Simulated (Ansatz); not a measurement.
`BNC(C)=O` + `CC=N` → `C/C=N/C(C)=O` + `BN`  (substitution at a C–N bond)

Gas-phase electronic energies from Ansatz, PBE0-D4/def2-TZVP geometries. CCSD(T)/CBS adds triple-zeta CCSD(T) − MP2 to the extrapolated MP2 energy (def2 sets, frozen cores). This one scheme is used for every species. DFT in def2-TZVPP. B3LYP here is the variant with VWN-RPA as its local correlation; programs differ in this. Each species was taken in one conformer, which may not be the lowest.

| level | ΔE (kcal/mol) | difference from CCSD(T)/CBS |
| --- | --- | --- |
| PBE-D4 | -3.0 | -1.1 |
| r2SCAN-D4 | -2.6 | -0.7 |
| PBE0-D4 | -2.3 | -0.4 |
| B3LYP-D4 | -2.5 | -0.6 |
| ωB97X-V | -2.0 | -0.1 |
| ωB97M-V | -2.2 | -0.3 |
| B2PLYP | -2.4 | -0.5 |
| PBE | -2.9 | -1.0 |
| r2SCAN | -2.5 | -0.6 |
| PBE0 | -2.2 | -0.3 |
| B3LYP | -2.5 | -0.6 |
| HF/def2-TZVPP | -0.7 | 1.2 |
| MP2/def2-TZVPP | -2.4 | -0.5 |
| SCS-MP2/def2-TZVPP | -2.0 | -0.1 |
| CCSD/def2-TZVPP | -1.4 | 0.5 |
| CCSD(T)/def2-TZVPP | -1.8 | 0.1 |
| HF/def2-QZVPP | -0.7 | 1.2 |
| MP2/def2-QZVPP | -2.4 | -0.5 |
| SCS-MP2/def2-QZVPP | -2.0 | -0.1 |
| HF/CBS(def2) | -0.7 | 1.2 |
| MP2/CBS(def2) | -2.5 | -0.6 |
| CCSD/CBS(def2) | -1.5 | 0.4 |
| CCSD(T)/CBS | -1.9 | 0 |

Largest T1 diagnostic among the species: 0.015.

In def2-TZVPP, CCSD(T) changes the Hartree–Fock value by −1.1 kcal/mol (the triples alone add −0.4 kcal/mol) and MP2 by −1.7 kcal/mol.
